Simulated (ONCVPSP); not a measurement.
**iodine: one change to an ONCV potential, before and after**

ONCVPSP 4.0.1 input, shortened (lines: element, Z, core and valence counts, functional; n l f; lmax; l rc ep ncon nbas qcut; lloc lpopt rc5 dvloc0; l nproj debl; icmod fcfact rcfact), PBEsol, scalar-relativistic:

```
  I 53.00    9    2  -116133      upf
    1    0    2.00
    2    0    2.00
    2    1    6.00
    3    0    2.00
    3    1    6.00
    3    2   10.00
    4    0    2.00
    4    1    6.00
    4    2   10.00
    5    0    2.00
    5    1    5.00
    2
    0    1.70    0.00    4    9    3.60
    1    2.10    0.00    4    7    3.10
    2    1.65    0.05    3    6    5.10
    4    5    1.35   -1.00
    0    3    4.00
    1    2    0.60
    2    3    2.70
    3    4.50    1.55
```

Change: all radii but the core radius scaled by about 1.22 (s 2.08, p 2.56, d 2.02 bohr); local potential polynomial inside 1.64 bohr (lpopt 5, dvloc0 -1 Ha).

Cutoffs: the cutoffs (Ha) at which the residual kinetic energy of the hardest occupied pseudo-wave falls to 1 and 0.1 mHa per electron; they do not see the model core or the augmentation charge, which bear on the density cutoff. Errors are all-electron minus pseudo energies relative to the spin-unpolarised reference configuration.

Problem. What does the change do?

Solution. The potential gets softer (18 Ha and 71 Ha → 10 Ha and 50 Ha); both files keep a bound ghost (d); of the 4 tests that both files solve, the error grows in 2 and shrinks in 1 by more than 15 % and 0.3 meV (median size 51.5 → 60.7 meV). A larger radius leaves more room for a smooth pseudo-wave, so fewer plane waves are needed.

```csv
quantity,base,changed
"cutoff, loose",18 Ha,10 Ha
"cutoff, tight",71 Ha,50 Ha
loose cutoff by channel,"s 18 Ha, p 17 Ha","s 10 Ha, p 4.3 Ha"
bound ghosts,d,d
GHOST(+) flags under 300 eV,"p at 56.4 eV, s at 145.4 eV","p at 82.1 eV, s at 193.2 eV"
"error for 5s2 5p4, meV [ΔE 11.15 eV]",-15,-17
"error for 5s2 5p3, meV [ΔE 31.04 eV]",-88,-104
"error for 5s2 5p2, meV [ΔE 60.42 eV]",-291,-348
"error for 5s1 5p6, meV [ΔE 10.45 eV]",-6.7,-4.5
"rms error of d²Exc/dni dnj with the model core, mHa",2.65,2.82
```

Base: The cutoffs count occupied waves only; projector 3 of the d channel, the hardest unoccupied one, needs 114 Ha at the loose tolerance. Changed file: The cutoffs count occupied waves only; projector 3 of the d channel, the hardest unoccupied one, needs 100 Ha at the loose tolerance. A true bound ghost makes a file unfit for plane-wave use even where its test errors are small: the radial tests pick states by their node count and pass the ghost by.
